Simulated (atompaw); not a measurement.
## Before and after: PAW (atompaw) potential for cerium (Ce)

- Element: cerium (Ce)
- Generator: atompaw 4.2.0.5
- Type: PAW
- Functional: PBEsol
- Relativity: scalar-relativistic
- Frozen core: [Kr] 4d10
- Valence charge: 12
- Reference configuration: 4f1 5s2 5p6 5d1 6s1.5 6p0 (charge +0.5)
- Partial waves: 5s (bound); 6s (bound); 5p (bound); 6p (bound, empty); 5d (bound); 5d channel at 0.05 Ry; 4f (bound); 4f channel at 2.4 Ry
- Local potential: vpsmatchnc scheme with l = 4 at -0.5 Ry, radius 2.75 bohr
- Core correction: smooth core density matched at 1.55 bohr
- Augmentation charge: sinc compensation charge, radius 2.25 bohr; PAW radius 3.00 bohr; waves and projectors: bloechl

All-electron outer shells of the reference configuration (PBEsol, scalar-relativistic, ld1.x):

```csv
shell,level (eV),outermost node (bohr),outermost maximum (bohr)
4p,-213.65,0.33,0.62
4d,-113.23,0.31,0.66
5s,-43.44,0.75,1.37
5p,-26.05,0.81,1.55
4f,-8.25,–,0.71
6s,-6.08,1.81,3.63
5d,-5.72,0.92,2.15
6p,-3.32,2.14,4.60
```

Change: reference 4f1 5s2 5p6 5d1 6s2 6p0.

Cutoffs: the cutoffs (Ry, on a coarse ladder) from which the occupation-weighted sum of valence levels, in a spherical-Bessel basis at the reference potential, stays within 10 and 1 mRy of its value at 400 Ry; they do not see the model core or the augmentation charge, which bear on the density cutoff.

**Question.** What does the change do?

**Answer.** The potential gets neither clearly harder nor softer (35 Ry and 45 Ry → 35 Ry and 45 Ry); the f channel sets the loose cutoff, while the largest relative change is in d, which becomes softer; neither file shows a bound ghost.

| quantity | base | changed |
| --- | --- | --- |
| cutoff, loose | 35 Ry | 35 Ry |
| cutoff, tight | 45 Ry | 45 Ry |
| loose cutoff by channel (10 mRy a level) | s 25 Ry, p 25 Ry, d 12 Ry, f 30 Ry | s 25 Ry, p 25 Ry, d 10 Ry, f 30 Ry |
| bound ghosts | none | none |
| s: phases at 3.01 bohr within 0.05 rad from the reference energy up to (Ry; the scan ends near 5) | 0.0 | 0.2 |
| p: phases at 3.01 bohr within 0.05 rad from the reference energy up to (Ry; the scan ends near 5) | 1.0 | 1.1 |
| d: phases at 3.01 bohr within 0.05 rad from the reference energy up to (Ry; the scan ends near 5) | 0.6 | 0.5 |
| f: phases at 3.01 bohr within 0.05 rad from the reference energy up to (Ry; the scan ends near 5) | 0.8 | 1.1 |
| lowest overlap eigenvalue by channel | s 0.19, p 0.46, d 0.01, f 1.00 | s 0.19, p 0.46, d 0.00, f 1.00 |

 The cutoffs see the waves, projectors and local potential, not the compensation charge or the core.
